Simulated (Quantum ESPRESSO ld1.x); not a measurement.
Species: Pt. Configuration: [Xe] 4f14 5d9 7p1 (not the ground configuration).

Method: Dirac Kohn-Sham, PBE, spin-unpolarised, spherical densities, point nucleus; open shells fill j = l - 1/2 first; computed with ld1.x of Quantum ESPRESSO 7.5.

Energy parts (eV):
part                    energy
total                  -501955
kinetic                 574528
electron-nucleus      -1261978
Hartree                 195211
exchange-correlation     -9717

Orbitals (lengths in bohr, moments of r in powers of bohr; r(max) is where P^2 peaks; r(90%) holds 90 % of the orbital's charge):
[
 {"orbital": "1s1/2", "occ.": "2", "eigenvalue (eV)": "-78319.834", "<r^2>": "0.0004059", "<r>": "0.01714", "r(90%)": "0.0313", "r(max)": "0.011"},
 {"orbital": "2s1/2", "occ.": "2", "eigenvalue (eV)": "-13751.873", "<r^2>": "0.006142", "<r>": "0.07168", "r(90%)": "0.112", "r(max)": "0.061"},
 {"orbital": "2p1/2", "occ.": "2", "eigenvalue (eV)": "-13178.510", "<r^2>": "0.004356", "<r>": "0.05906", "r(90%)": "0.0984", "r(max)": "0.046"},
 {"orbital": "2p3/2", "occ.": "4", "eigenvalue (eV)": "-11449.270", "<r^2>": "0.005547", "<r>": "0.06749", "r(90%)": "0.110", "r(max)": "0.052"},
 {"orbital": "3s1/2", "occ.": "2", "eigenvalue (eV)": "-3233.815", "<r^2>": "0.03993", "<r>": "0.1865", "r(90%)": "0.274", "r(max)": "0.173"},
 {"orbital": "3p1/2", "occ.": "2", "eigenvalue (eV)": "-2976.916", "<r^2>": "0.03647", "<r>": "0.1768", "r(90%)": "0.266", "r(max)": "0.161"},
 {"orbital": "3p3/2", "occ.": "4", "eigenvalue (eV)": "-2596.783", "<r^2>": "0.04292", "<r>": "0.1923", "r(90%)": "0.288", "r(max)": "0.176"},
 {"orbital": "3d3/2", "occ.": "4", "eigenvalue (eV)": "-2169.910", "<r^2>": "0.03299", "<r>": "0.1676", "r(90%)": "0.261", "r(max)": "0.137"},
 {"orbital": "3d5/2", "occ.": "6", "eigenvalue (eV)": "-2087.997", "<r^2>": "0.03475", "<r>": "0.1723", "r(90%)": "0.267", "r(max)": "0.141"},
 {"orbital": "4s1/2", "occ.": "2", "eigenvalue (eV)": "-698.922", "<r^2>": "0.1945", "<r>": "0.4149", "r(90%)": "0.596", "r(max)": "0.392"},
 {"orbital": "4p1/2", "occ.": "2", "eigenvalue (eV)": "-589.995", "<r^2>": "0.1989", "<r>": "0.4179", "r(90%)": "0.607", "r(max)": "0.388"},
 {"orbital": "4p3/2", "occ.": "4", "eigenvalue (eV)": "-499.469", "<r^2>": "0.2321", "<r>": "0.4518", "r(90%)": "0.656", "r(max)": "0.420"},
 {"orbital": "4d3/2", "occ.": "4", "eigenvalue (eV)": "-321.312", "<r^2>": "0.2467", "<r>": "0.4617", "r(90%)": "0.690", "r(max)": "0.412"},
 {"orbital": "4d5/2", "occ.": "6", "eigenvalue (eV)": "-304.481", "<r^2>": "0.2586", "<r>": "0.4729", "r(90%)": "0.706", "r(max)": "0.425"},
 {"orbital": "4f5/2", "occ.": "6", "eigenvalue (eV)": "-76.960", "<r^2>": "0.3204", "<r>": "0.5127", "r(90%)": "0.828", "r(max)": "0.384"},
 {"orbital": "4f7/2", "occ.": "8", "eigenvalue (eV)": "-73.507", "<r^2>": "0.3298", "<r>": "0.5200", "r(90%)": "0.840", "r(max)": "0.388"},
 {"orbital": "5s1/2", "occ.": "2", "eigenvalue (eV)": "-106.788", "<r^2>": "1.022", "<r>": "0.9540", "r(90%)": "1.37", "r(max)": "0.872"},
 {"orbital": "5p1/2", "occ.": "2", "eigenvalue (eV)": "-72.138", "<r^2>": "1.215", "<r>": "1.036", "r(90%)": "1.50", "r(max)": "0.926"},
 {"orbital": "5p3/2", "occ.": "4", "eigenvalue (eV)": "-57.254", "<r^2>": "1.464", "<r>": "1.137", "r(90%)": "1.66", "r(max)": "1.00"},
 {"orbital": "5d3/2", "occ.": "4", "eigenvalue (eV)": "-12.183", "<r^2>": "3.090", "<r>": "1.609", "r(90%)": "2.52", "r(max)": "1.24"},
 {"orbital": "5d5/2", "occ.": "5", "eigenvalue (eV)": "-10.818", "<r^2>": "3.389", "<r>": "1.682", "r(90%)": "2.65", "r(max)": "1.28"},
 {"orbital": "7p1/2", "occ.": "1", "eigenvalue (eV)": "-1.053", "<r^2>": "127.8", "<r>": "10.74", "r(90%)": "15.1", "r(max)": "10.1"},
 {"orbital": "7p3/2", "occ.": "0", "eigenvalue (eV)": "-0.949", "<r^2>": "139.6", "<r>": "11.20", "r(90%)": "15.8", "r(max)": "10.6"}
]

The highest occupied level is 7p1/2 at -1.053 eV. Summed over all electrons, <r^2> = 176.9 bohr^2, which gives a Langevin (diamagnetic) susceptibility term of -140 x 10^-6 cm^3/mol.
